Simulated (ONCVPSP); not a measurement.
## oxygen: variants of one ONCV potential

Base potential:

ONCVPSP 4.0.1 input, shortened (lines: element, Z, core and valence counts, functional; n l f; lmax; l rc ep ncon nbas qcut; lloc lpopt rc5 dvloc0; l nproj debl; icmod fcfact rcfact), PBE, scalar-relativistic:

```
  O 8.00    1    2        4      upf
    1    0    2.00
    2    0    1.00
    2    1    5.00
    1
    0    0.85    0.00    4    7    8.80
    1    1.90    0.00    4    8    5.70
    0    5    0.85    0.00
    0    0    2.90
    1    2    2.90
    1    0.70    0.00
```

All-electron outer shells of the reference configuration (PBE, scalar-relativistic, ld1.x):

```json
{"shell": "1s", "level (eV)": "-515.42", "outermost node (bohr)": "–", "outermost maximum (bohr)": "0.13"}
{"shell": "2s", "level (eV)": "-24.42", "outermost node (bohr)": "0.28", "outermost maximum (bohr)": "0.87"}
{"shell": "2p", "level (eV)": "-9.45", "outermost node (bohr)": "–", "outermost maximum (bohr)": "0.82"}
```

Cutoffs, loose and tight: the cutoffs (Ha) at which the residual kinetic energy of the hardest occupied pseudo-wave falls to 1 and 0.1 mHa per electron. They do not see the model core or the augmentation charge, which bear on the density cutoff. Test errors are all-electron minus pseudo excitation energies from the reference, over the configurations 2s2 2p4; 2s2 2p3; 2s2 2p2; 2s0 2p6. A dash means not determined; rows that change the core or the reference have their own tests.

| change | outcome | cutoff, loose | cutoff, tight | bound ghosts | GHOST(+) flags above zero | largest test error (meV) |
| --- | --- | --- | --- | --- | --- | --- |
| base | generated | 39 Ha | 136 Ha | none | none | +1508 |
| p: debl 1.8 | generated | 39 Ha | 136 Ha | none | none | +1510 |
| core correction Teter function, fcfact 4.5, rcfact 1.75 | generated | 39 Ha | 136 Ha | none | none | +1529 |
| s: nproj 1; local potential polynomial inside 0.70 bohr (lpopt 4, dvloc0 0 Ha) | generated | 39 Ha | 136 Ha | none | none | +1510 |

Q: What comes out with this change to the base: p: ncon 5, nbas 9?

A: outcome: generated; cutoff, loose: 39 Ha; cutoff, tight: 136 Ha; bound ghosts: none; GHOST(+) flags above zero: none; largest test error (meV): +1244.

Q: What comes out with this change to the base: all radii but the core radius scaled by about 1.19 (s 1.02, p 2.26 bohr)?

A: outcome: generated; cutoff, loose: 32 Ha; cutoff, tight: 56 Ha; bound ghosts: none; GHOST(+) flags above zero: none; largest test error (meV): +2218.

Q: What comes out with this change to the base: s: qcut 9.7; p: qcut 6.3?

A: outcome: generated; cutoff, loose: 41 Ha; cutoff, tight: 75 Ha; bound ghosts: none; GHOST(+) flags above zero: none; largest test error (meV): +1301.
